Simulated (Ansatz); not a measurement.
A nudged elastic band was laid between two geometries of BClFH + H2S (7 atoms, charge 0, multiplicity 1).

Computed with RKS B3LYP/def2-SVP in Ansatz.

```yaml
movable_images: 5
climbing_image: yes
spring: 5.0 eV/Å²
optimiser: quadratic models (default)
start_path: through a guess of the saddle point
force_threshold: 0.05 eV/Å
iteration_limit: 60
end_points: relaxed
```

Image 0:

```xyz
7
Properties=species:S:1:pos:R:3
B 0.014 -0.357 -0.126
F -0.160 -0.856 1.082
Cl 1.607 -0.506 -0.867
H -0.916 0.073 -0.748
S 0.367 2.530 1.202
H 1.698 2.290 1.203
H 0.192 1.865 2.366
```

Image 6:

```xyz
7
Properties=species:S:1:pos:R:3
B 0.280 0.630 -0.325
F -0.308 -0.430 2.312
Cl 1.683 -0.310 -0.789
H -0.816 0.296 -0.668
S 0.397 2.175 0.604
H 1.741 2.190 0.784
H -0.174 0.486 2.194
```

Question: What changes between the two ends?

Answer: Bonds broken: B1–F2, S5–H7. Bonds formed: B1–S5, F2–H7. BClFH + H2S becomes BClH2S + FH.

Question: What energy profile does the band end with?

Answer: It converged. The highest image is number 4 of 0 to 6, 1.32 eV above the first end and 0.46 eV above the last; the last end lies 0.86 eV above the first. A vibrational analysis at the climbing image gives one clearly imaginary mode, 872i cm⁻¹: a first-order saddle point. The orbitals stay closed-shell, which can raise the energy where a bond breaks towards radicals; this wasn't checked here.

```csv
image,path coordinate (Å),energy (eV),B1–F2 (Å),S5–H7 (Å),B1–S5 (Å)
0,0.00,0.00,1.32,1.35,3.20
1,0.45,0.02,1.33,1.35,2.96
2,0.91,0.17,1.34,1.35,2.59
3,1.36,0.65,1.41,1.40,2.20
4,1.82,1.32,1.62,1.69,1.99
5,2.43,0.98,2.26,2.15,1.84
6,3.04,0.86,2.90,2.39,1.81
```

Question: What is the geometry of the highest image?

Answer: 
```xyz
7
Properties=species:S:1:pos:R:3
B 0.149 0.337 0.062
F -0.097 -0.281 1.535
Cl 1.647 -0.354 -0.627
H -0.876 0.233 -0.551
S 0.310 2.157 0.843
H 1.653 2.133 1.026
H 0.017 0.814 1.824
```

Question: What are the harmonic wavenumbers there?

Answer: 872i, 211, 290, 383, 473, 552, 718, 778, 817, 1034, 1065, 1079, 1626, 2659, 2676 cm⁻¹.

The run took 6.1 min on 1 thread of Arm Neoverse V1 (shared host), peak memory 0.15 GiB.
